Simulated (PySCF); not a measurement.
A structure optimised at r2SCAN-D4/def2-TZVP, used in a PySCF frequency run:

```xyz
4

In     0.0000     0.0000     0.2755
H      0.0000     1.5988     0.8496
H      0.0000    -1.5988     0.8496
F      0.0000     0.0000    -1.6887
```

Problem. Write its SMILES, formula and point group.

Solution. [F][InH2], FH2In, C2v

Problem. What are its rotational constants (standard atomic weights)?

Solution. 98.071, 7.8557, 7.2731 GHz
